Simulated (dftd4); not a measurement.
HClO, charge +1, doublet, geometry from GFN2-xTB (a state made from the parent by changing its charge; the spin is typed, not shown lowest); D4 for pbe0 run with dftd4.

Input for dftd4:
```
$ dftd4 mol.xyz --func pbe0 --charge 1 --json dftd4.json --noedisp

# file mol.xyz
3

O     -0.04383216     1.02148558     0.01469068
H     -0.96672120     1.40203158     0.00503415
Cl     0.07749285    -0.56317154    -0.00720939
```

What the program printed (banner, timings and long lists left out):

```
                    ____  _____ _____     ____  _  _
      -------------|  _ \|  ___|_   _|---|  _ \| || |------------
     |             | | | | |_    | | ___ | | | | || |_           |
     |             | |_| |  _|   | ||___|| |_| |__   _|          |
     |             |____/|_|     |_|     |____/   |_|            |
     |             ===================================           |
     |            E. Caldeweyher, S. Ehlert & S. Grimme          |
     |          Mulliken Center for Theoretical Chemistry        |
     |                    University of Bonn                     |
      -----------------------------------------------------------

Rational (Becke-Johnson) damping: pbe0-D4-ATM
---------------------
  s6         1.0000
  s8         1.2007
  s9         1.0000
  a1         0.4009
  a2         5.0293
 alp        16.0000
--------------------

Dispersion energy:      -5.2061555184426E-04 Eh

[Info] JSON dump of results written to 'dftd4.json'
```
